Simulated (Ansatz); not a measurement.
Geometry optimisation, Ansatz, RKS B3LYP/def2-SVP.

input.yaml

```yaml
crystal:
  periodic: [false, false, false]
  atoms:
    - { symbol: B, position_ang: [0.0, 0.0, 0.0] }
    - { symbol: O, position_ang: [0.0, 0.0, 1.76] }
    - { symbol: H, position_ang: [-0.9095, -0.2814, 2.0971] }
    - { symbol: Cl, position_ang: [1.6108, 0.0, -0.93] }
    - { symbol: Cl, position_ang: [-1.6108, 0.0, -0.93] }
    - { symbol: Cl, position_ang: [0.4607, 1.9974, 0.6811] }
    - { symbol: H, position_ang: [0.2517, 1.0912, 1.6763] }
basis:
  gaussian: { orbitals: def2-SVP }
hamiltonian:
  xc: b3lyp
relax:
  f_tol: 0.15
  max_steps: 25
  restrain:
    - { distance: [0, 5], at: 3.06, k: 30.0 }
    - { distance: [6, 1], at: 2.21, k: 30.0 }
    - { distance: [0, 1], at: 1.41, k: 30.0 }
    - { distance: [6, 5], at: 1.37, k: 30.0 }
```

Launched with:

```bash
$ ansatz run input.yaml --threads 2 --pin off --max-ram 3072MiB --backend cpu --events-out ev --progress --plain --runs-dir out
```

Where does it end, and by what steps?

It converged. The restraints hold the end off the free minimum. After 7 steps the energy has fallen by 3.218 eV (the restraints' own energy left out); Cl6 moved furthest, 0.73 Å.

```json
{"step": "0", "energy less start (eV)": "0.0000", "largest force component (eV/Å)": "5.171", "accepted": "yes"}
{"step": "1", "energy less start (eV)": "-1.0245", "largest force component (eV/Å)": "3.202", "accepted": "yes"}
{"step": "2", "energy less start (eV)": "-1.8737", "largest force component (eV/Å)": "3.187", "accepted": "yes"}
{"step": "3", "energy less start (eV)": "-2.6023", "largest force component (eV/Å)": "1.669", "accepted": "yes"}
{"step": "4", "energy less start (eV)": "-3.0643", "largest force component (eV/Å)": "1.008", "accepted": "yes"}
{"step": "5", "energy less start (eV)": "-3.1831", "largest force component (eV/Å)": "1.074", "accepted": "yes"}
{"step": "6", "energy less start (eV)": "-3.2074", "largest force component (eV/Å)": "0.953", "accepted": "yes"}
{"step": "7", "energy less start (eV)": "-3.2179", "largest force component (eV/Å)": "0.938", "accepted": "yes"}
```

```xyz
7
Properties=species:S:1:pos:R:3
B -0.060 -0.248 0.057
O -0.054 -0.417 1.425
H -0.949 -0.410 1.795
Cl 1.474 -0.341 -0.791
Cl -1.583 -0.098 -0.828
Cl 0.340 2.666 0.941
H 0.635 1.656 1.757
```

Time of the run: 23 s on 2 threads of Arm Neoverse V1 (shared host), peak memory 0.2 GiB.
